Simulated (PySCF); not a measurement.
**Energy of Mn²⁺ (manganese, charge +2) between two integer charges**

The 3d alpha orbital of [Ar] 3d5 is emptied in steps (occupation f), with all orbitals relaxed, ending at [Ar] 3d4. Computed with PySCF 2.14 in def2-SVP (5s3p2d1f, 31 functions), with no relativity, point nucleus. The exact energy is a straight line in f; departures are measured from the line between the end points of the same method.

**Question.** Among BHandHLYP, wB97X, r2SCAN0, which shows the largest delocalisation error (convex curve), and which is closest to linear?

**Answer.** Most convex: r2SCAN0 (-1.440 eV at f = 0.5); closest to linear: BHandHLYP (-0.873 eV).

```csv
f,BHandHLYP (eV),wB97X (eV),r2SCAN0 (eV)
1,0.000,0.000,0.000
0.9,-0.308,-0.315,-0.513
0.7,-0.725,-0.747,-1.204
0.5,-0.873,-0.904,-1.440
0.3,-0.741,-0.773,-1.214
0.1,-0.321,-0.337,-0.522
0,0.000,0.000,0.000
```

```csv
method,E(f=0) − E(f=1) (eV),−ε at f=1 (eV),−ε at f=0.5 (eV)
BHandHLYP,34.149,30.748,34.104
wB97X,34.017,30.548,33.937
r2SCAN0,34.437,28.747,34.406
```

Reference removal energy between the ground levels: 33.668 ± 0.012 eV (measured; NIST Atomic Spectra Database, ionization energies). The calculation has no spin-orbit coupling. The determinant left behind need not be the lowest term of the ion.
